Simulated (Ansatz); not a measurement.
A run on `Cl[Si](Cl)(Cl)[SnH3]` with other settings.

```yaml
crystal:
  periodic: [false, false, false]
  atoms:
    - {symbol: Cl, position_ang: [-0.671264, -2.250651, 1.384780]}
    - {symbol: Si, position_ang: [0.529739, -1.077475, 0.215320]}
    - {symbol: Cl, position_ang: [2.313611, -0.840287, 1.189164]}
    - {symbol: Cl, position_ang: [0.895280, -2.092320, -1.523401]}
    - {symbol: Sn, position_ang: [-0.568367, 1.188026, -0.255018]}
    - {symbol: H, position_ang: [-0.840681, 1.981900, 1.226221]}
    - {symbol: H, position_ang: [0.478585, 2.109107, -1.231788]}
    - {symbol: H, position_ang: [-2.044603, 0.924600, -1.061077]}
basis:
  gaussian: {orbitals: def2-SVPD, nuclear_model: gaussian}
total_charge: -1
magnetization: {spin_polarized: true, initial_magnetization: 1}
hamiltonian: {xc: {name: B97M-V}}
output: {forces: true}
```

```sh
$ ansatz run in.yaml --threads 4 --pin off --events-out ev --progress --plain --max-ram 10444MiB
```

Shortened log:

```
Functional definition: B97M-V
1601 factors; their error is unknown
mean field evaluation 1: about -51301.3058 eV, gradient 1.6e1 eV
mean field evaluation 2: about -51294.2213 eV, gradient 3.5e1 eV
mean field evaluation 4: about -51304.1014 eV, gradient 1.4e0 eV
mean field evaluation 8: about -51304.1293 eV, gradient 8.6e-2 eV
mean field evaluation 16: about -51304.0922 eV, gradient 5.1e-4 eV
mean field -51304.09219705 eV, -1885.3906130790 hartree, gradient 2.5e-5 eV, S^2 0.750781; 6 other end points of the search recorded, 0 dependent functions left out
reference -51304.09226838 eV, -1885.3906157002 hartree; 46, 45 occupied and 115, 116 virtual orbitals, 1601 factors
Total energy: -51304.09226838 eV, -1885.3906157002 hartree
Atom 0 at    -0.671264    -2.250651     1.384780 Å, force    -1.065317    -1.102807     1.066544 eV/Å
Atom 1 at     0.529739    -1.077475     0.215320 Å, force    -0.372785     0.765464    -0.158419 eV/Å
Atom 2 at     2.313611    -0.840287     1.189164 Å, force     1.628679     0.172532     0.885726 eV/Å
Atom 3 at     0.895280    -2.092320    -1.523401 Å, force     0.350957    -0.956849    -1.560536 eV/Å
Atom 4 at    -0.568367     1.188026    -0.255018 Å, force    -0.008432     0.019999    -0.004446 eV/Å
Atom 5 at    -0.840681     1.981900     1.226221 Å, force    -0.191837     0.478634     0.493673 eV/Å
Atom 6 at     0.478585     2.109107    -1.231788 Å, force     0.283747     0.525562    -0.392309 eV/Å
Atom 7 at    -2.044603     0.924600    -1.061077 Å, force    -0.625011     0.097464    -0.330234 eV/Å
Dipole moment:     0.021678    -0.044740     0.009257 e Å
```

Hardware: 4 threads of an Intel Xeon on a shared host. Wall time 40 s, peak host memory 0.64 GiB.
